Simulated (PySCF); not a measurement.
An unknown shows these calculated signals:

¹H NMR (400 MHz, computed): δ 5.30 (m, 1H), 3.45 (m, 1H), 1.01 (m, 1H), 0.98 (m, 1H), 0.15 (d, 3H).

¹³C{¹H} NMR (computed): δ 79.4 (CH), 7.6 (CH2), -8.0 (CH3).

PySCF 2.14.0 with density-fitted response routines calculation with σ from GIAO-PBE0/pcSseg-1 and GFN2-xTB geometry; fast rotation and ring inversion assumed for equivalent nuclei, no solvent, no relativistic terms, single conformer.

References, each an isolated molecule treated in the same way: TMS for ¹H (σ = 31.72 ppm), ¹³C (σ = 186.93 ppm).

Question: Which of these does the molecule contain: a non-aromatic C=C double bond, a three-membered ring, a tert-butyl group, an S-methyl group, a Si–H bond, a Si–CH3 group?

Answer: 
- A non-aromatic C=C double bond: no.
- A three-membered ring: yes.
- A tert-butyl group: no.
- An S-methyl group: no.
- A Si–H bond: yes (δH 3.45 (m)).
- A Si–CH3 group: yes (δC -8.0; δH 0.15 (d)).

The data belong to `C[Si@@H]1C[C@H]1F`, C3H7FSi; they needn't prove each group on their own.

Carbon signals by region: 1 at 50–100 ppm, 2 below 50 ppm.

Splittings by ¹⁹F in the carbon and heteronuclear signals aren't shown, as no couplings were computed. Shifts are as computed. Against solution values, carbons near 30 ppm lie about +3 ppm off and those near 130 ppm about +5 ppm. Of 1211 compounds with measured shifts, 218 miss one by over three times the rms of a fit or turn the order of signals round; such compounds aren't used in these exercises. No couplings were computed; multiplicities are counted from neighbouring protons, with m where these are inequivalent, close in shift, in a saturated or five-membered ring or joined by F or P, and br s for small geminal =CH2 splittings.
